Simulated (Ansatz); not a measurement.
Basis-set extrapolation for CH7AlO2Si (PBE0-D4/def2-TZVP geometry, frozen core, Ansatz). Multiplicity 1, RHF reference.

```csv
,def2-TZVPP,def2-QZVPP
HF,-722.696557,-722.723162
MP2 correlation,-0.854852,-0.920135
CCSD(T) correlation,-0.930261,not run
```

Energies in hartree. Use E(X) = E(∞) + A·exp(−7.88·√X) for Hartree–Fock and E(X) = E(∞) + B·X^(−2.97) for correlation, with X = 3 and 4, and add CCSD(T) minus MP2 of the smaller set to the MP2 limit.

What is the CCSD(T) energy at the basis-set limit?

HF limit: -722.723162 + (-0.026605) × 0.13774 = -722.72683. MP2 limit: -0.920135 + (-0.065283) × 0.74074 = -0.96849. Higher-order term: -0.930261 − (-0.854852) = -0.07541. Total: -723.77073 hartree, 3.92 eV below CCSD(T)/def2-TZVPP.
